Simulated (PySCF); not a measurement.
C4H2ClF3. Atoms are numbered in the order given.

```xyz
10

F     -2.4827    -0.3461     0.4352
C     -1.6226     0.3074    -0.3504
F     -2.3067     0.7261    -1.4197
F     -1.1944     1.3783     0.3082
C     -0.4997    -0.5971    -0.7677
C      0.7563    -0.3463    -0.5078
C      2.0137    -0.0882    -0.2656
Cl     2.8319    -0.6160     1.1595
H     -0.8064    -1.4971    -1.3137
H      2.6317     0.4884    -0.9603
```

Geometry optimised at PBE0-D3(BJ)/def2-SVP.

The numbers are results of B3LYP/pcSseg-1 (PySCF), not measurements.

GIAO shieldings, no solvent; atoms alike by connectivity are averaged. δ = σ(ref) − σ: ¹⁹F against CFCl3 (σ = 161.7 ppm); ¹³C against TMS (σ = 181.3 ppm); ³⁵Cl against HCl (σ = 933.3 ppm); ¹H against TMS (σ = 31.68 ppm), references at their B3LYP-D3(BJ)/def2-TZVP geometries, non-relativistic (without spin–orbit terms, shifts of atoms bonded to Cl or Br come out too high).

```
nucleus       atoms  count  δ (ppm)
-------  ----------  -----  -------
¹⁹F      F1, F3, F4      3    -87.8
¹³C              C6      1    224.7
¹³C              C2      1    130.5
¹³C              C7      1    110.9
¹³C              C5      1    102.1
³⁵Cl            Cl8      1    184.9
¹H              H10      1     6.80
¹H               H9      1     6.09
```
